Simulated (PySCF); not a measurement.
Ge(H)(Br)(Me)2 (C2H7BrGe), SMILES [GeH]([CH3])([Br])[CH3]. Geometry: PBE-D3(BJ)/def2-SVP.

Computed equilibrium geometry at PBE-D3(BJ)/def2-SVP (PySCF confirms it by a frequency run) as bond lengths and angles, and its point group:
point group Cs.
Atoms: Ge1 C2 C3 Br4 H5 H6 H7 H8 H9 H10 H11. Bonded distances (Å): Ge1–C2 1.960, Ge1–C3 1.960, Ge1–Br4 2.351, Ge1–H5 1.554, C2–H6 1.109, C2–H7 1.106, C2–H8 1.107, C3–H9 1.106, C3–H10 1.109, C3–H11 1.107. Angles (°): C2–Ge1–C3 112.7, C2–Ge1–Br4 107.1, C2–Ge1–H5 111.8, C3–Ge1–Br4 107.1, C3–Ge1–H5 111.8, Br4–Ge1–H5 105.8, Ge1–C2–H6 109.8, Ge1–C2–H7 110.3, Ge1–C2–H8 109.8, H6–C2–H7 109.0, H6–C2–H8 109.1, H7–C2–H8 108.9, Ge1–C3–H9 110.3, Ge1–C3–H10 109.8, Ge1–C3–H11 109.8, H9–C3–H10 109.0, H9–C3–H11 108.9, H10–C3–H11 109.1.
Charge 0, spin multiplicity 1.
